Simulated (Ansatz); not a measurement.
Geometry optimisation, Ansatz 0.2.0, RKS r2SCANh/def2-SVP.

Input file:

```yaml
crystal:
  periodic: [false, false, false]
  atoms:
    - { symbol: "N", position_ang: [0.5568, -1.7118, -0.3292] }
    - { symbol: C, position_ang: [-0.0033, -0.5524, 0.0652] }
    - { symbol: "N", position_ang: [-0.9895, -0.4946, 1.0319] }
    - { symbol: Si, position_ang: [0.7023, 1.1186, -0.7778] }
    - { symbol: F, position_ang: [-0.6052, 2.1329, -0.7141] }
    - { symbol: Cl, position_ang: [2.1817, 1.9021, 0.3172] }
    - { symbol: H, position_ang: [0.1428, -2.4415, 0.2021] }
    - { symbol: H, position_ang: [-1.4804, 0.3677, 1.103] }
    - { symbol: H, position_ang: [-1.4815, -1.3234, 1.2722] }
    - { symbol: H, position_ang: [1.0594, 0.9513, -2.1676] }
basis:
  gaussian: { orbitals: def2-SVP }
hamiltonian:
  xc: r2scanh
relax:
  f_tol: 0.015
  max_steps: 40
```

Launched with:

```bash
$ ansatz run input.yaml --threads 2 --pin off --max-ram 3072MiB --backend cpu --events-out ev --progress --plain --runs-dir out
```

Problem. Where does it end, and by what steps?

Solution. The forces met the threshold. After 12 steps the energy has fallen by 0.450 eV; Cl6 moved furthest, 0.22 Å.

| step | energy less start (eV) | largest force component (eV/Å) | accepted |
| --- | --- | --- | --- |
| 0 | 0.0000 | 4.613 | yes |
| 1 | -0.3885 | 1.293 | yes |
| 2 | -0.4203 | 0.583 | yes |
| 3 | -0.4381 | 0.281 | yes |
| 4 | -0.4429 | 0.171 | yes |
| 5 | -0.4464 | 0.083 | yes |
| 6 | -0.4472 | 0.073 | yes |
| 7 | -0.4483 | 0.075 | yes |
| 8 | -0.4490 | 0.038 | yes |
| 9 | -0.4495 | 0.033 | yes |
| 10 | -0.4497 | 0.027 | yes |
| 11 | -0.4498 | 0.031 | yes |
| 12 | -0.4498 | 0.010 | yes |

```xyz
10
Properties=species:S:1:pos:R:3
N 0.678 -1.556 -0.267
C -0.023 -0.535 0.066
N -1.087 -0.453 0.913
Si 0.619 1.036 -0.730
F -0.542 2.160 -0.539
Cl 2.285 1.716 0.255
H 0.356 -2.421 0.185
H -1.619 0.405 0.968
H -1.497 -1.287 1.315
H 0.914 0.885 -2.164
```

Time of the run: 36 s on 2 threads of Intel(R) Xeon(R) Platinum 8559C (Emerald Rapids) (shared host), peak memory 0.31 GiB.
